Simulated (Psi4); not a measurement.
Cl₂Mn (SMILES [Cl][Mn][Cl]), sextet, at a GFN2-xTB geometry (such geometries of metal compounds can be far from the true shape); PW6B95/3-21G in Psi4 1.11.

Here is a job for Psi4.
```
memory 2 GB

molecule {
0 6
  Mn    0.00000000    0.00000000    0.00000000
  Cl    0.00000000    0.00000000    1.97614452
  Cl   -0.00000000   -0.00000000   -1.97614452
}

set basis 3-21g
set reference uks

energy('pw6b95')
print_variables()
```

Q: Write the output that Psi4 gives for this input, abridged.

A: 
```
   => Loading Basis Set <=

    Name: 3-21G
    Role: ORBITAL
    Keyword: BASIS

         ---------------------------------------------------------
                                   SCF
               by Justin Turney, Rob Parrish, Andy Simmonett
                          and Daniel G. A. Smith
                              UKS Reference
         ---------------------------------------------------------

  ==> Geometry <==

    Molecular point group: d2h
    Full point group: D_inf_h

    Geometry (in Angstrom), charge = 0, multiplicity = 6:

       Center              X                  Y                   Z               Mass
    ------------   -----------------  -----------------  -----------------  -----------------
         MN           0.000000000000     0.000000000000     0.000000000000    54.938043910000
         CL           0.000000000000     0.000000000000     1.976144520000    34.968852682000
         CL           0.000000000000     0.000000000000    -1.976144520000    34.968852682000

  Running in d2h symmetry.

  Rotational constants: A = ************  B =      0.06172  C =      0.06172 [cm^-1]
  Rotational constants: A = ************  B =   1850.41191  C =   1850.41191 [MHz]
  Nuclear repulsion =  266.309842567240366

  Charge       = 0
  Multiplicity = 6
  Electrons    = 59
  Nalpha       = 32
  Nbeta        = 27

  ==> Algorithm <==

  SCF Algorithm Type is DF.
  DIIS enabled.
  MOM disabled.
  Fractional occupation disabled.
  Guess Type is SAD.
  Energy threshold   = 1.00e-06
  Density threshold  = 1.00e-06
  Integral threshold = 1.00e-12

  ==> Primary Basis <==

  Basis Set: 3-21G
    Blend: 3-21G
    Number of shells: 25
    Number of basis functions: 55
    Number of Cartesian functions: 55
    Spherical Harmonics?: false
    Max angular momentum: 2

  ==> DFT Potential <==

   => LibXC <=

    Version 7.1.2
    S. Lehtola, C. Steigemann, M. J. T. Oliveira, and M. A. L. Marques,  SoftwareX 7, 1–5 (2018) (10.1016/j.softx.2017.11.002)

   => Composite Functional: PW6B95 <=

    PW6B95 Hybrid Meta-GGA XC Functional

    Y. Zhao and D. Truhlar, J. Phys. Chem. A., 109,5656-5667, 2005

    Deriv               =              1
    GGA                 =           TRUE
    Meta                =           TRUE

    Exchange Hybrid     =           TRUE
    MP2 Hybrid          =          FALSE

   => Exchange Functionals <=

    0.7200   XC_GGA_X_MPW91

   => Exact (HF) Exchange <=

    0.2800               HF

   => Correlation Functionals <=

    1.0000   XC_MGGA_C_BC95

   => LibXC Density Thresholds  <==

    XC_MGGA_C_BC95:  1.00E-14
    XC_GGA_X_MPW91:  1.00E-15

   => Molecular Quadrature <=

    Radial Scheme          =       TREUTLER
    Pruning Scheme         =           NONE
    Nuclear Scheme         =       TREUTLER

    Blocking Scheme        =         OCTREE
    BS radius alpha        =              1
    Pruning alpha          =              1
    Radial Points          =             75
    Spherical Points       =            302
    Total Points           =          65414
    Total Blocks           =            613
    Max Points             =            256
    Max Functions          =             49
    Weights Tolerance      =       1.00E-15

   => Loading Basis Set <=

    Name: (3-21G AUX)
    Role: JKFIT
    Keyword: DF_BASIS_SCF

  ==> Integral Setup <==

  SCF_SUBTYPE=INCORE selected. In-core MEM_DF algorithm will be used.
  Using in-core AOs.

  ==> MemDFJK: Density-Fitted J/K Matrices <==

    J tasked:                   Yes
    K tasked:                   Yes
    wK tasked:                   No
    Algorithm:                 Core
    Schwarz Cutoff:           1E-12
    Mask sparsity (%):       6.1488
    Fitting Condition:        1E-10

   => Auxiliary Basis Set <=

  Basis Set: (3-21G AUX)
    Blend: DEF2-UNIVERSAL-JKFIT
    Number of shells: 134
    Number of basis functions: 687
    Number of Cartesian functions: 687
    Spherical Harmonics?: false
    Max angular momentum: 6

[...]
             Ag   B1g   B2g   B3g    Au   B1u   B2u   B3u
    DOCC [     8,    0,    2,    2,    0,    7,    4,    4 ]
    SOCC [     2,    1,    1,    1,    0,    0,    0,    0 ]
    NA   [    10,    1,    3,    3,    0,    7,    4,    4 ]
    NB   [     8,    0,    2,    2,    0,    7,    4,    4 ]

   @DF-UKS iter   3: -2053.66167453031085   -5.32267e+01   1.15882e-01 ADIIS
   @DF-UKS iter   4: -2062.77455200702298   -9.11288e+00   1.93446e-02 DIIS/ADIIS
   @DF-UKS iter   5: -2062.85245764772708   -7.79056e-02   1.07175e-02 DIIS/ADIIS
   @DF-UKS iter   6: -2062.87917378693737   -2.67161e-02   4.78015e-03 DIIS/ADIIS
   @DF-UKS iter   7: -2062.88710569049863   -7.93190e-03   1.05791e-03 DIIS/ADIIS
   @DF-UKS iter   8: -2062.88745053456159   -3.44844e-04   2.06985e-04 DIIS/ADIIS
   @DF-UKS iter   9: -2062.88746531720972   -1.47826e-05   5.03201e-05 DIIS
   @DF-UKS iter  10: -2062.88746695701730   -1.63981e-06   5.48926e-06 DIIS
   @DF-UKS iter  11: -2062.88746696936005   -1.23428e-08   1.14629e-06 DIIS
   @DF-UKS iter  12: -2062.88746696970202   -3.41970e-10   4.39272e-08 DIIS
  Energy and wave function converged.

  ==> Post-Iterations <==

   Electrons on quadrature grid:
      Nalpha   =   32.0000008990 ; deviation = 8.990e-07
      Nbeta    =   27.0000016653 ; deviation = 1.665e-06
      Ntotal   =   59.0000025643 ; deviation = 2.564e-06

   @Spin Contamination Metric:   1.042366802E-02
   @S^2 Expected:                8.750000000E+00
   @S^2 Observed:                8.760423668E+00
   @S   Expected:                2.500000000E+00
   @S   Observed:                2.500000000E+00

    Orbital Energies [Eh]
    ---------------------

    Alpha Occupied:

[...]
    Alpha Virtual:

[...]
    Beta Occupied:

[...]
    Beta Virtual:

[...]
      18Ag    18.477660

    Final Occupation by Irrep:
             Ag   B1g   B2g   B3g    Au   B1u   B2u   B3u
    DOCC [     8,    0,    2,    2,    0,    7,    4,    4 ]
    SOCC [     2,    1,    1,    1,    0,    0,    0,    0 ]
    NA   [    10,    1,    3,    3,    0,    7,    4,    4 ]
    NB   [     8,    0,    2,    2,    0,    7,    4,    4 ]

  @DF-UKS Final Energy: -2062.88746696970202

   => Energetics <=

    Nuclear Repulsion Energy =            266.3098425672403664
    One-Electron Energy =               -3377.1844284842159141
    Two-Electron Energy =                1128.3630625949592741
    DFT Exchange-Correlation Energy =     -80.3759436476854887
    Empirical Dispersion Energy =           0.0000000000000000
    VV10 Nonlocal Energy =                  0.0000000000000000
    Total Energy =                      -2062.8874669697020181

  UHF NO Occupations:
  HONO-2 :    3B3g 1.0000000
  HONO-1 :    1B1g 1.0000000
  HONO-0 :   10 Ag 1.0000000
  LUNO+0 :   11 Ag 0.0046725
  LUNO+1 :    8B1u 0.0001489
  LUNO+2 :    5B2u 0.0001448
  LUNO+3 :    5B3u 0.0001448

Computation Completed

Properties will be evaluated at   0.000000,   0.000000,   0.000000 [a0]

Properties computed using the SCF density matrix

 Multipole Moments:

 ------------------------------------------------------------------------------------
     Multipole            Electronic (a.u.)      Nuclear  (a.u.)        Total (a.u.)
 ------------------------------------------------------------------------------------

 L = 1.  Multiply by 2.5417464519 to convert [e a0] to [Debye]
 Dipole X            :          0.0000000            0.0000000            0.0000000
 Dipole Y            :          0.0000000            0.0000000            0.0000000
 Dipole Z            :          0.0000000            0.0000000            0.0000000
 Magnitude           :                                                    0.0000000

 ------------------------------------------------------------------------------------

  Variable Map:
  ----------------------------------------------------------------------------
[...]
  Array Variable Map:
  ----------------------------------------------------------------------------
[...]
[...]
```
